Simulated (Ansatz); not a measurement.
Reaction (ligand exchange at a B–N bond): `NBS` + `[OH][AlH][Cl]` → `SB[O][AlH][Cl]` + NH₃

Computed with Ansatz on PBE0-D4/def2-TZVP structures; ΔE is electronic, products minus reactants. CBS: MP2 limit from def2 TZ/QZ plus the TZ coupled-cluster correction, frozen cores. This one scheme is used for every species. Functionals use def2-TZVPP. One conformer a species, not always the lowest.

CCSD(T)/CBS gives -2.5 kcal/mol.

Task: Another level gave -2.1 kcal/mol. Which?
A. r2SCAN-D4/def2-TZVPP
B. PBE-D4/def2-TZVPP
C. BHLYP-D4/def2-TZVPP
D. HF/def2-TZVPP

Result: A. r2SCAN-D4 -2.1, PBE-D4 -1.0, HF/def2-TZVPP -4.8, BHLYP-D4 -3.7 kcal/mol.

Largest T1 diagnostic among the species: 0.013.

At CCSD(T), def2-SVP lies −1.1 kcal/mol from the extrapolated value and def2-TZVPP −0.1 kcal/mol. From BLYP to BHLYP (50 % exact exchange), in def2-TZVPP and without D4, ΔE moves by −1.0 kcal/mol.
